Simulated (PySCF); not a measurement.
**Spinor energies of Kr(2+) (krypton, charge +2)**

Start: [Ar] 3d10 4s1 4p4 5s1; 4s1/2 filled at m_j = +1/2; 4p1/2 filled at m_j = +1/2; 4p3/2 filled at m_j = -1/2, +1/2, +3/2; 5s1/2 filled at m_j = +1/2. Calculated with PySCF 2.14 in x2c-TZVPall-2c with one added diffuse shell each of s, p, d type (7s8p5d1f, 63 functions): generalised Hartree-Fock with the X2C-1e Hamiltonian and a Gaussian nucleus; one run each with spin-orbit coupling (SO) switched off, then screened by Boettger's factors. This is a chosen level, not necessarily the ground level.

```tsv
spinor shell	electrons	ε, spin-free (eV)	ε, screened SO (eV)	weight of nominal j (screened SO)	rms radius, screened SO (bohr)
1s1/2	2	-14439.1	-14438.5	1.000	0.0478
2s1/2	2	-1994.4	-1994.2	1.000	0.199
2p1/2	2	-1761.9	-1798.9	1.000	0.174
2p3/2	4	-1761.9	-1744.2	1.000	0.178
3s1/2	2	-338.55	-338.46	1.000	0.565
3p1/2	2	-262.22	-268.06	0.994	0.574
3d3/2	4	-135.38	-136.25	0.930	0.608
3d5/2	6	-135.38	-134.67	0.953	0.609
4s1/2	1	-64.864	-64.797	1.000	1.56
4p3/2	3	-42.414	-44.164	0.630	1.78
4p1/2	1	-42.414	-37.376	0.618	1.84
5s1/2	1	-17.296	-17.290	0.996	3.83
```

Problem. Where does 3p3/2 lie, and what is the 3p spin-orbit splitting (screened SO)?

Solution. At -259.32 eV, 8.738 eV above 3p1/2.

```tsv
quantity	spin-free	screened SO
E (hartree)	-2785.56324	-2785.74197
M_J	3	3
⟨J²⟩	12.028	12.025
⟨L²⟩	2.025	2.048
⟨S²⟩	6.003	5.986
```

Each row is a mean over spinors that exchange with the open shell spreads, by up to 1.938 eV (3s1/2).

Rows whose weight is well below 1 are mixtures of j = l ± 1/2: exchange outweighs spin-orbit coupling there, and the label is only the starting occupation.

Without spin-orbit coupling the j labels of p, d and f shells carry no meaning; the spin-free column gives the mean over the occupied spinors of each nl shell.
